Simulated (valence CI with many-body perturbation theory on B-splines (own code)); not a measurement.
Which ion has this spectrum?

A relativistic CI+MBPT calculation for an atom or ion with 32 electrons gives these levels (cm⁻¹):

```tsv
J	Parity	E	g
0	even	0	
1	even	540331	1.50
2	even	572061	1.18
2	even	1136351	1.31
0	even	1205576	
2	odd	1234332	1.59
1	odd	1343176	1.04
2	odd	1660961	0.77
2	odd	1724696	1.53
3	odd	1782375	1.28
1	odd	1791079	0.92
0	odd	1866301	
2	odd	1883070	1.22
3	odd	1892413	1.16
```

The energies are calculated, and their last digits are not significant.

Q: Which is it?
A. Tm37+
B. Yb38+
C. Er36+
D. Ta41+

A: B. Yb38+, ground level (4s^2 4p1/2^2) J=0.
